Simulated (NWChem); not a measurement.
BiH2O2Cl; SMILES [OH][Bi]([OH])[Cl]

```xyz
6

Bi     0.2416    -0.2805     0.0304
Cl     0.0678     2.1970    -0.0930
O     -1.0520    -0.6482     1.6086
H     -1.9642    -0.4241     1.3772
O     -1.1442    -0.5646    -1.4929
H     -1.4986     0.2913    -1.7726
```
Atoms are numbered in this order, from 1.

Results from NWChem. Geometry: optimised at PBE0/def2-SVP. def2 effective core potentials on Bi; no spin-orbit coupling. B3LYP is NWChem's, with the RPA form of VWN correlation. Field at 589 nm.

### Question
Estimate the computed values for B3LYP/def2-SVP. Quantities: isotropic polarisability (bohr³); anisotropy (bohr³).

### Answer
- isotropic polarisability (bohr³) = 53.3
- anisotropy (bohr³) = 16.9
